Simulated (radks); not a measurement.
All-electron atom: Xe I in [Xe]. All-electron calculation, scalar-relativistic Kohn-Sham, exchange-only B88, spin-unpolarised, spherical densities, finite nucleus; Fermi nuclear charge, rms radius 4.7859 fm. Program: a radial shooting solver on a logarithmic mesh with Libxc functionals.

Normalised radial functions P(r) = r R(r), r in bohr:

r	4p	5p
0.00107	0.0015	0.0005
0.001427	0.0025	0.0008
0.001903	0.0042	0.0013
0.002538	0.0069	0.0022
0.003359	0.0113	0.0035
0.00448	0.0186	0.0058
0.005975	0.0305	0.0096
0.007969	0.0496	0.0156
0.01063	0.0795	0.0250
0.01418	0.1245	0.0391
0.01891	0.1891	0.0594
0.02522	0.2747	0.0863
0.03337	0.3716	0.1167
0.0445	0.4626	0.1450
0.05936	0.4981	0.1556
0.07917	0.4103	0.1271
0.1056	0.1442	0.0422
0.1408	-0.2721	-0.0891
0.1878	-0.6569	-0.2068
0.2505	-0.7092	-0.2123
0.3315	-0.2509	-0.0517
0.4421	0.5705	0.2092
0.5897	1.2187	0.3547
0.7865	1.2661	0.2042
1.049	0.8283	-0.1883
1.399	0.3513	-0.5735
1.866	0.0928	-0.7359
2.489	0.0139	-0.6412
3.293	0.0011	-0.4219
4.392	0.0000	-0.2080
5.858	0.0000	-0.0752
7.813	0.0000	-0.0186

4p: eigenvalue -140.02 eV, 2 radial nodes at r = 0.118, 0.364 bohr, <r> = 0.765 bohr, 90 % of the charge inside 1.12 bohr. 5p: eigenvalue -7.283 eV, 3 radial nodes at r = 0.117, 0.352, 0.924 bohr, <r> = 2.34 bohr, 90 % of the charge inside 3.54 bohr.
